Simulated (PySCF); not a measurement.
# Gas-phase thermal properties of Cs2F2

Energies from PySCF (xtb for GFN2), thermal terms from the rigid-rotor harmonic-oscillator model, ideal gas at 1 bar. Table values come from the NASA 1993 polynomials. S°(298 K) at PBE0/def2-TZVP differs from the NASA 1993 table for Cs2F2 (+5 J/mol/K); whether the harmonic model or the table's entry is off was not settled. All species are closed-shell singlets. Cs: scalar-relativistic def2 core potential, no spin-orbit coupling. The harmonic model lacks anharmonicity and excited electronic states, which grow with temperature; levels with a mode under 35 cm⁻¹ are left out. Soft modes under 120 cm⁻¹ make the harmonic entropy rough for Cs2F2. The table's entry may be an old estimate for Cs2F2 (not checked at source).

```
level           point group  σ  ZPE (kJ/mol)  S°298 (J/mol/K)  Cp298 (J/mol/K)  S°1000 (J/mol/K)  H1000 − H298 (kJ/mol)
--------------  -----------  -  ------------  ---------------  ---------------  ----------------  ---------------------
table                     -  -             -            352.3             79.9             451.4                   57.7
GFN2-xTB                D2h  4           3.1            392.3             82.3             492.5                   58.2
PBE/def2-SVP            D2h  4           6.9            356.5             79.3             455.3                   57.5
PBE0/def2-TZVP          D2h  4           6.7            357.5             79.5             456.4                   57.6
```
σ: rotational symmetry number. Electronic degeneracy used: 1. Frequencies are unscaled.
